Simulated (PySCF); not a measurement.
Gas-phase reaction: 3 GaH2Cl + 2 CH3C(CH3)2CH3 ⇌ 3 Ga(CH3)2Cl + 4 CH3

Method: PySCF energies plus ideal-gas RRHO corrections (1 bar). † marks an energy on the PBE0/def2-TZVP geometry and frequencies; other levels use their own. MP2 and CCSD(T) freeze the core. 6-31G* has spherical d functions here. Open shells (unrestricted): CH3 (multiplicity 2); the rest are closed-shell singlets. B3LYP is the form with VWN-RPA correlation. Ga: all electrons, no relativistic terms. GaH2Cl, Ga(CH3)2Cl: computed as isolated molecules; such fragments, hydroxides, amides, oligomers or adducts are transient or little studied in the gas. MP2 isn't extrapolated to the basis-set limit. CCSD(T) isn't extrapolated to the basis-set limit.

```json
[
 {"level": "B3LYP/6-31G*", "ΔH°(298 K), kJ": "548"},
 {"level": "BLYP/def2-TZVP†", "ΔH°(298 K), kJ": "___"},
 {"level": "CCSD(T)/def2-SVP†", "ΔH°(298 K), kJ": "629"},
 {"level": "HF/6-31G*", "ΔH°(298 K), kJ": "353"},
 {"level": "MP2/def2-TZVPP†", "ΔH°(298 K), kJ": "565"},
 {"level": "PBE0/def2-SVP†", "ΔH°(298 K), kJ": "___"},
 {"level": "PBE0/def2-TZVP", "ΔH°(298 K), kJ": "537"},
 {"level": "LDA/def2-TZVP†", "ΔH°(298 K), kJ": "___"},
 {"level": "ωB97X-V/def2-TZVP†", "ΔH°(298 K), kJ": "___"}
]
```

Q: Some entries are withheld; supply them.

A: 
- BLYP/def2-TZVP†, ΔH°(298 K), kJ: 465
- PBE0/def2-SVP†, ΔH°(298 K), kJ: 599
- LDA/def2-TZVP†, ΔH°(298 K), kJ: 754
- ωB97X-V/def2-TZVP†, ΔH°(298 K), kJ: 594
